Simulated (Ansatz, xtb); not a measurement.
# Two isomers of CH7FSeSi2

Structure X is `C[SiH2][Se][SiH2]F`, a singlet and structure Y is `C[Si@H](F)[Se][SiH3]`, a singlet. Both are isolated molecules in the gas phase, relaxed with r2SCAN-D4/def2-SVP, each in the lowest conformer that the search found.

X (Å):

```json
{"atom": "C", "x (Å)": "1.5333", "y (Å)": "0.1817", "z (Å)": "-0.4514"}
{"atom": "F", "x (Å)": "-1.6033", "y (Å)": "-1.0898", "z (Å)": "0.0103"}
{"atom": "Se", "x (Å)": "-1.0531", "y (Å)": "1.8887", "z (Å)": "1.0796"}
{"atom": "Si", "x (Å)": "0.4519", "y (Å)": "1.6920", "z (Å)": "-0.6643"}
{"atom": "Si", "x (Å)": "-2.4368", "y (Å)": "0.2887", "z (Å)": "0.2830"}
{"atom": "H", "x (Å)": "2.1019", "y (Å)": "0.2368", "z (Å)": "0.4897"}
{"atom": "H", "x (Å)": "0.9058", "y (Å)": "-0.7223", "z (Å)": "-0.4242"}
{"atom": "H", "x (Å)": "2.2468", "y (Å)": "0.0936", "z (Å)": "-1.2874"}
{"atom": "H", "x (Å)": "-0.3260", "y (Å)": "1.6182", "z (Å)": "-1.9387"}
{"atom": "H", "x (Å)": "1.2388", "y (Å)": "2.9587", "z (Å)": "-0.6346"}
{"atom": "H", "x (Å)": "-3.0386", "y (Å)": "0.6643", "z (Å)": "-1.0237"}
{"atom": "H", "x (Å)": "-3.4676", "y (Å)": "0.0313", "z (Å)": "1.3220"}
```

Y (Å):

```json
{"atom": "C", "x (Å)": "-0.0317", "y (Å)": "3.2743", "z (Å)": "0.6325"}
{"atom": "F", "x (Å)": "-1.9833", "y (Å)": "1.1909", "z (Å)": "0.8132"}
{"atom": "Se", "x (Å)": "0.7455", "y (Å)": "0.1792", "z (Å)": "-0.4747"}
{"atom": "Si", "x (Å)": "-0.8250", "y (Å)": "1.7996", "z (Å)": "-0.1667"}
{"atom": "Si", "x (Å)": "-0.8068", "y (Å)": "-1.4912", "z (Å)": "-0.7420"}
{"atom": "H", "x (Å)": "0.7558", "y (Å)": "3.6924", "z (Å)": "-0.0149"}
{"atom": "H", "x (Å)": "0.4244", "y (Å)": "2.9964", "z (Å)": "1.5952"}
{"atom": "H", "x (Å)": "-0.7798", "y (Å)": "4.0628", "z (Å)": "0.8144"}
{"atom": "H", "x (Å)": "-1.5152", "y (Å)": "2.1279", "z (Å)": "-1.4433"}
{"atom": "H", "x (Å)": "-1.9481", "y (Å)": "-0.9956", "z (Å)": "-1.5654"}
{"atom": "H", "x (Å)": "-0.1072", "y (Å)": "-2.5986", "z (Å)": "-1.4522"}
{"atom": "H", "x (Å)": "-1.3124", "y (Å)": "-1.9788", "z (Å)": "0.5713"}
```

Estimate which is lower in electronic energy at CCSD(T)/def2-SVP + ΔMP2/def2-TZVPP, and by roughly how much.

The CCSD(T)/def2-SVP + ΔMP2/def2-TZVPP calculation puts structure Y lower, by 1.02 kcal/mol.

Level by level:

```json
{"level": "GFN2-xTB", "geometry": "GFN2-xTB", "E(Y) − E(X) (kcal/mol)": "+1.58", "departure from the last row (kcal/mol)": "+2.60", "job, with rough time for the two": "optimisation, 0.3 s"}
{"level": "HF/STO-3G", "geometry": "GFN2-xTB", "E(Y) − E(X) (kcal/mol)": "−2.24", "departure from the last row (kcal/mol)": "−1.22", "job, with rough time for the two": "single point, 0.44 s"}
{"level": "r2SCAN-D4/def2-SVP//GFN2-xTB", "geometry": "GFN2-xTB", "E(Y) − E(X) (kcal/mol)": "−1.62", "departure from the last row (kcal/mol)": "−0.60", "job, with rough time for the two": "single point, 3.5 s"}
{"level": "r2SCAN-D4/def2-SVP", "geometry": "r2SCAN-D4/def2-SVP", "E(Y) − E(X) (kcal/mol)": "−1.36", "departure from the last row (kcal/mol)": "−0.34", "job, with rough time for the two": "optimisation, 81 s"}
{"level": "HF/def2-SVP", "geometry": "r2SCAN-D4/def2-SVP", "E(Y) − E(X) (kcal/mol)": "−1.48", "departure from the last row (kcal/mol)": "−0.45", "job, with rough time for the two": "part of the CCSD(T) run"}
{"level": "MP2/def2-SVP", "geometry": "r2SCAN-D4/def2-SVP", "E(Y) − E(X) (kcal/mol)": "−1.00", "departure from the last row (kcal/mol)": "+0.02", "job, with rough time for the two": "part of the CCSD(T) run"}
{"level": "CCSD(T)/def2-SVP", "geometry": "r2SCAN-D4/def2-SVP", "E(Y) − E(X) (kcal/mol)": "−1.08", "departure from the last row (kcal/mol)": "−0.06", "job, with rough time for the two": "single point"}
{"level": "CCSD(T)/def2-SVP + ΔMP2/def2-TZVPP", "geometry": "r2SCAN-D4/def2-SVP", "E(Y) − E(X) (kcal/mol)": "−1.02", "departure from the last row (kcal/mol)": "", "job, with rough time for the two": "single point, 41 s"}
```

As drawn, both hold the same kinds of bond in the same numbers.

GFN2-xTB puts the two in the other order. The largest departure from CCSD(T)/def2-SVP + ΔMP2/def2-TZVPP is that of GFN2-xTB, 2.60 kcal/mol. The last row adds to CCSD(T) the change of the MP2 difference between the two basis sets, here +0.06 kcal/mol.

With thermal terms from frequencies at re-optimised GFN2-xTB minima (ideal gas, soft modes damped towards free rotors, one conformer each, 298.15 K, 1 atm): the zero-point term adds −0.27 kcal/mol; ΔH is −1.08 and ΔG −1.72 kcal/mol.

The correlated steps freeze 21 core orbitals; the filled d shell of Se is correlated, in a basis made for valence electrons. Mirror images aren't counted in ΔG. Programs: Ansatz 0.2.0, xtb 6.7.1; the last row on 4 threads of Arm Neoverse V1 on a shared host.
